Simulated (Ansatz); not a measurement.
Program: Ansatz. Geometries: PBE0-D4/def2-TZVP. ΔE: electronic, gas phase. CCSD(T)/CBS is the MP2 limit (def2-TZVPP, def2-QZVPP) plus CCSD(T) − MP2 in def2-TZVPP, frozen cores. This one scheme is used for every species. DFT in def2-TZVPP. Each species was taken in one conformer, which may not be the lowest.

Consider the formal exchange of groups at the Si–O bond: `[SiH3]O[SiH3]` + `OBCl` → `OB([SiH3])Cl` + `O[SiH3]`.

`[SiH3]O[SiH3]`:

Cartesian coordinates in Å:
```
Si 1.345 0.636 0.498
O 0.114 -0.409 0.250
Si -1.328 -0.699 -0.460
H 1.986 0.990 -0.796
H 2.339 -0.018 1.383
H 0.843 1.877 1.144
H -1.761 -2.067 -0.089
H -1.201 -0.599 -1.938
H -2.337 0.288 0.006
```

`OBCl`:

Z-matrix (Å, degrees):
```
B
O 1 1.340
Cl 1 1.766 2 121.0
H 1 1.189 2 119.8 3 -180.0
H 2 0.963 1 113.9 3 -0.0
```

`OB([SiH3])Cl`:

Cartesian coordinates in Å:
```
O -1.840 0.165 0.132
B -0.597 -0.179 0.506
Si 1.012 0.205 -0.660
Cl -0.356 -0.997 2.067
H -2.520 -0.073 0.773
H 0.635 0.896 -1.921
H 1.694 -1.075 -0.991
H 1.971 1.057 0.094
```

`O[SiH3]`:

Cartesian coordinates in Å:
```
O -0.479 0.265 -1.159
Si 0.020 0.029 0.394
H -0.016 -0.204 -1.854
H -0.101 -1.398 0.800
H -0.863 0.868 1.236
H 1.439 0.440 0.583
```

CCSD(T)/CBS gives +29.5 kcal/mol.

(1) Another level gave +32.8 kcal/mol. Which?
A. revPBE-D4/def2-TZVPP
B. PBE0/def2-TZVPP
C. BHLYP/def2-TZVPP
D. B97M-V/def2-TZVPP

Largest T1 diagnostic among the species: 0.013.

Answers

(1) C. BHLYP 32.8, revPBE-D4 23.9, PBE0 26.2, B97M-V 28.7 kcal/mol.

From BLYP to BHLYP (50 % exact exchange), in def2-TZVPP and without D4, ΔE moves by +4.5 kcal/mol. Leaving LDA and LC-ωPBE aside and taking each functional with its dispersion term where it has one, the values, not all of them listed here, spread over 8.9 kcal/mol, from PBE-D4 to BHLYP-D4.
